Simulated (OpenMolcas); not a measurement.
Ag2+ (d9) in a complex was computed by SS-CASPT2, IPEA 0.25 Eh, imaginary shift 0.1 Eh with the d shell active (OpenMolcas, ANO-RCC-VDZP on the metal). Its lowest spin-free states, and all those of the highest spin:

```tsv
2S+1	Degeneracy	E (cm-1)
2	3	0
2	2	7080
```

Question: Is the site octahedral, tetrahedral or cube-like, axial, or of lower symmetry?

Answer: The states with 2S+1 = 2 have orbital degeneracies 3, 2. Threefold states need a cubic site. For d9 at this spin an octahedron puts the twofold E below the threefold T2 and a tetrahedron or cube puts the threefold T2 below the twofold E, so the site is a tetrahedron or a cube, which this pattern cannot tell apart. The first gap at this spin, 7080 cm-1, is |10Dq| in ligand-field theory. The run had Ag2+ with 4 ligands (chloride) in tetrahedral coordination (Td) at 2.55 Å. A charge of +0.5 e stands 3.2 Å behind each ligand. Ligand basis ANO-RCC-VDZP.

Over all roots computed the reference weight is 0.73 to 0.74; a low but even weight reflects the number of correlated electrons. An orbital triplet at a regular site is open to Jahn-Teller coupling, which can distort the site and quench the lowest spin-orbit gaps and is left out. Ligand-to-metal charge-transfer states are missing. With one d shell and no ligand orbital active, 10Dq can be off by a tenth or more. No measured value stands beside these numbers; the geometry was imposed, not optimised, and the real ion may take another.
